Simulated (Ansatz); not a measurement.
Ideal-gas functions of C2H3BO (`B1C=CO1`) at 298.15 K and 1 bar, from an Ansatz frequency run at PBE0-D4/def2-TZVP.

Molar mass 53.86 g/mol, point group C1 (symmetry number 1), electronic degeneracy 1, moments of inertia 26.567, 39.306, 63.295 u Å². Harmonic wavenumbers (cm⁻¹, unscaled): 258, 743, 775, 838, 888, 895, 987, 1001, 1140, 1178, 1302, 1553, 2690, 3167, 3296.

Use S(trans) = R[1.5 ln M + 2.5 ln T − 1.1517]; rotational temperatures θ = 24.2544 K / I; S(rot) = R[ln(√π/σ · √(T³/θAθBθC)) + 1.5]; for each mode x = 1.438777 ν̃/T, S = R[x/(eˣ − 1) − ln(1 − e⁻ˣ)] and H = RT x/(eˣ − 1); 1 cm⁻¹ = 0.0119627 kJ/mol; R = 8.31446 J/(mol·K).

Question: By hand: the entropy, in J/(mol·K).

Answer: Translation 158.6. Rotation: θ = 0.913, 0.6171, 0.3832 K, giving 94.7. Vibration, mode by mode: 7.01, 1.08, 0.96, 0.75, 0.61, 0.60, 0.41, 0.39, 0.22, 0.19, 0.11, 0.04, 0.00, 0.00, 0.00, in all 12.4. Electronic 0.0. Sum 265.7 J/(mol·K).

Question: By hand: H − E and G − E in kJ/mol, counted from the electronic energy.

Answer: Zero-point energy ½ × 20711 × 0.0119627 = 123.9; thermal vibration 2.5; translation, rotation and pV give 4 RT = 9.9. H − E = 136.3 kJ/mol, and G − E = 136.3 − 298.15 × 265.7/1000 = 57.1 kJ/mol.

Vibration gives 5 % of the entropy. The sum counts one conformer and one mirror image; others add a mixing term.
